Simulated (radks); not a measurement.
Results of a calculation; reference values are marked as such.
Species: K+. Configuration: [He] 2s2 2p5.5 3s2 3p6 4s0.5 (fractional occupations, a model configuration).

Code: a radial shooting solver on a logarithmic mesh with Libxc functionals. Model: scalar-relativistic Kohn-Sham, BLYP, spin-polarised, spherical densities, finite nucleus; open shells are filled with parallel spins first; Fermi nuclear charge, rms radius 3.4349 fm.

Energy parts (eV):
| part | energy |
|---|---|
| total | -16241.375 |
| kinetic | 16341.036 |
| electron-nucleus | -38369.860 |
| Hartree | 6677.967 |
| exchange-correlation | -890.518 |

Orbitals (lengths in bohr, moments of r in powers of bohr):
orbital  occ.  eigenvalue (eV)     <r^2>   <1/r>
1s up       1        -3557.814  0.008833   18.72
1s down     1        -3556.569  0.008828   18.72
2s up       1        -377.9676    0.1747   3.838
2s down     1        -375.7800    0.1752   3.831
2p up       3        -306.4706    0.1477   3.746
2p down   2.5        -303.9766    0.1484   3.739
3s up       1         -46.5432     1.734   1.143
3s down     1         -46.3178     1.741   1.140
3p up       3         -29.5073     2.168   1.013
3p down     3         -29.2909     2.177   1.011
4s up     0.5          -7.9145     16.83  0.3371

The highest occupied level is 4s up at -7.915 eV. The spin density at the nucleus is 1.145 e/bohr^3 (1s -1.044, 2s 0.821, 3s 0.136, 4s 1.232). The density falls to 0.001 e/bohr^3 at r = 3.80 bohr. Summed over all electrons, <r^2> = 26.11 bohr^2, which gives a Langevin (diamagnetic) susceptibility term of -20.7 x 10^-6 cm^3/mol. The electron density at the nucleus is 5229 e/bohr^3 (large components only). Spin moment in Bohr magnetons: 1.
